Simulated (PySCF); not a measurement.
**SMILES C#CC(=O)CC#CC(F)F, C$_{7}$H$_{4}$F$_{2}$O**

Geometry:
```csv
atom,x (Å),y (Å),z (Å)
C1,4.040,-0.128,0.673
C2,2.842,-0.054,0.729
C3,1.408,0.034,0.822
O4,0.807,0.050,1.862
C5,0.764,0.102,-0.562
C6,-0.674,0.189,-0.489
C7,-1.859,0.260,-0.325
C8,-3.306,0.347,-0.236
F9,-3.903,-0.690,-0.880
F10,-3.770,1.478,-0.829
H11,5.087,-0.193,0.615
H12,1.163,0.975,-1.087
H13,1.056,-0.789,-1.125
H14,-3.656,0.344,0.810
```

Method: PySCF 2.14.0, GIAO PBE/pcSseg-1 magnetisability, rotational g tensor and spin-rotation constants, non-relativistic, gas phase. Geometry: GFN2-xTB.

Question: Give the nuclear spin-rotation constants along the inertial axes (H = +C I·J) beside the isotropic shieldings.

Answer: Rotational constants 4.7753, 0.4348, 0.4300 GHz. A star marks the isotopologue with that one atom substituted, in its own axes.
```tsv
atom	isotope	Caa (kHz)	Cbb (kHz)	Ccc (kHz)	mean (kHz)	σ (ppm)
F9	19F	5.159	0.647	0.342	2.049	275.7
F10	19F	5.160	0.644	0.344	2.049	275.9
H11	1H	0.128	-0.049	-0.051	0.009	28.9
H12	1H	-0.543	-0.020	-0.005	-0.189	27.8
H13	1H	-0.542	-0.018	-0.007	-0.189	27.8
H14	1H	-0.414	0.034	-0.041	-0.141	24.7
C1	13C*	0.714	0.127	0.133	0.324	95.8
C2	13C*	0.136	0.147	0.164	0.149	97.0
C3	13C*	2.626	0.171	0.102	0.966	2.4
O4	17O*	-3.548	-0.467	-0.007	-1.341	-351.8
C5	13C*	0.749	0.085	0.084	0.306	141.5
C6	13C*	0.491	0.137	0.147	0.259	96.1
C7	13C*	0.378	0.140	0.157	0.225	94.8
C8	13C*	1.469	0.133	0.111	0.571	68.0
```
For the geometry as given, no vibrational averaging.
